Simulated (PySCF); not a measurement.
Compound: pivaloyl chloride, C5H9ClO.
SMILES: `CC(C)(C)C(=O)Cl`

Torsions of this conformer, `[CH3:1][C:2]([CH3:3])([CH3:4])[C:5](=[O:6])[Cl:7]`: C1–C2–C5–O6 2°.

The closed-shell ground state was solved at several levels (PySCF, density fitting, gas phase, non-relativistic). Geometry: PBE0-D3(BJ)/def2-SVP; no solvent, vibrations or thermal averaging.

```
              level  basis functions  total energy (Eh)  HOMO (eV)  LUMO (eV)  gap (eV)  dipole (D)
CAM-B3LYP/def2-SVPD              222          -730.9408      -9.81       0.13      9.94        3.06
   wB97X-D/pcSseg-1              171          -731.2504     -10.27       0.89     11.16        3.15
```

(1) What might PBE0/pcSseg-1 (171 basis functions) give for the same quantities?

(2) Over all these levels, which gives the widest orbital gap and which the narrowest?

(3) How far do the dipole and the HOMO energy spread over the levels?

Answers

(1) Total energy -730.8716 Eh, HOMO -8.38 eV, LUMO -0.94 eV, gap 7.44 eV, dipole 3.09 D.

(2) wB97X-D/pcSseg-1 (range-separated hybrid) has the widest, 11.16 eV, and PBE0/pcSseg-1 (global hybrid, 25 % exact exchange) the narrowest, 7.44 eV. The two share the basis. From the narrowest to the widest the HOMO moves by -1.89 eV and the LUMO by +1.83 eV.

(3) The dipole runs from 3.06 to 3.15 D (mean 3.10 D) and the HOMO from -10.27 to -8.38 eV.

wB97X-D is run here without its empirical dispersion term; that term would change no orbital, density or response property at a fixed geometry.
